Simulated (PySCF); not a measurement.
ZnH2, SMILES [ZnH2].

Geometry optimised at PBE-D3(BJ)/def2-TZVPD. The isomer is the one that the SMILES or the coordinates give; other isomers of the formula were not compared.

Two levels are set side by side: PBE/def2-TZVPD (PySCF) and M06-2X/def2-TZVPD (PySCF). Same geometry, gas phase. Differences are taken from unrounded values.

| quantity | M06-2X |
|---|---|
| orbital gap (eV) | 8.59 |
| highest occupied level (eV) | -9.04 |
| lowest empty level (eV) | -0.45 |
| mean polarisability (bohr³) | 28.4 |

Q: What does PBE give, and how far is it from M06-2X? (The exact figures need the calculation; the answer reports its results.)

A: 
```json
[
 {"quantity": "orbital gap (eV)", "PBE": "5.42", "PBE minus M06-2X": "-3.16"},
 {"quantity": "highest occupied level (eV)", "PBE": "-6.87", "PBE minus M06-2X": "2.17"},
 {"quantity": "lowest empty level (eV)", "PBE": "-1.45", "PBE minus M06-2X": "-1.00"},
 {"quantity": "mean polarisability (bohr³)", "PBE": "30.3", "PBE minus M06-2X": "1.9"}
]
```

Without exact exchange PBE keeps part of each electron's self-repulsion, which lifts occupied levels and narrows the gap. PBE's more diffuse valence density responds more strongly to a field. Differences between two approximate levels are no errors against the true value.

Rough cost on one machine, each run with all the roots and properties that it gave: M06-2X against PBE about 3 times.
